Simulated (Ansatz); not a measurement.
A run for Ansatz (a program for electronic structure): U-CCSD(T)/cc-pVTZ on NH (SMILES [NH]), 2S+1 = 3, a spin state set in the input, which need not be the lowest, at the other state's geometry.

Ansatz 0.2 input:
```yaml
crystal:
  periodic: [false, false, false]
  atoms:
    - {symbol: N, position_ang: [-0.00000000, -0.00000000, -0.13018578]}
    - {symbol: H, position_ang: [0.00000000, 0.00000000, 0.91130049]}
basis:
  gaussian:
    orbitals: cc-pVTZ
magnetization: {spin_polarized: true, initial_magnetization: 2}
correlation: {method: ccsd_t, electrons: outside_noble_gas}
scf: {omitted_lower_state_checks: [cluster_reference]}
```

It printed:

```
WARN ansatz: RAYON_NUM_THREADS=2 ignored (pool sized by the plan → 2); use --threads N
Functional definition: HF
these checks for a lower state are left out or cut short: cluster_reference
integrals: 0.02 GiB planned
257 factors; integrals over basis functions are off by at most 1.0e-3 eV
mean field: 0.06 GiB planned
mean field evaluation 1: about -1495.7328 eV, gradient 8.5e0 eV
mean field evaluation 2: about -1495.7338 eV, gradient 8.5e0 eV
mean field evaluation 4: about -1496.1072 eV, gradient 7.2e-1 eV
mean field evaluation 8: about -1496.1115 eV, gradient 4.5e-4 eV
mean field -1496.11146960 eV, -54.9810824071 hartree, gradient 2.3e-6 eV, S^2 2.015505; 0 other end points of the search recorded, 0 dependent functions left out
1 core orbitals not correlated
reference -1496.11146960 eV, -54.9810824071 hartree; 4, 2 occupied and 39, 41 virtual orbitals, 257 factors
second order -3.72291856 eV of doubles, -0.00000000 eV of singles
coupled cluster: 0.08 GiB planned
cycle   1  -4.10007279 eV  change   -3.8e-1 eV  update   3.6e-2
cycle   2  -4.23038843 eV  change   -1.3e-1 eV  update   1.4e-2
cycle   3  -4.23896271 eV  change   -8.6e-3 eV  update   4.1e-3
cycle   4  -4.23916397 eV  change   -2.0e-4 eV  update   1.5e-3
cycle   5  -4.23959387 eV  change   -4.3e-4 eV  update   6.4e-4
cycle   6  -4.23976847 eV  change   -1.7e-4 eV  update   2.5e-4
cycle   7  -4.23981854 eV  change   -5.0e-5 eV  update   9.4e-5
cycle   8  -4.23979664 eV  change    2.2e-5 eV  update   3.4e-5
cycle   9  -4.23979546 eV  change    1.2e-6 eV  update   9.0e-6
cycle  10  -4.23979606 eV  change   -5.9e-7 eV  update   2.0e-6
perturbative correction -0.10319366 eV, -0.0037922971 hartree
Total energy: -1500.45445932 eV, -55.1406843354 hartree
Checks for a lower state left out: cluster_reference
```

Self-consistency was reached.

Cost: about 1.7 core-seconds (a rough figure).
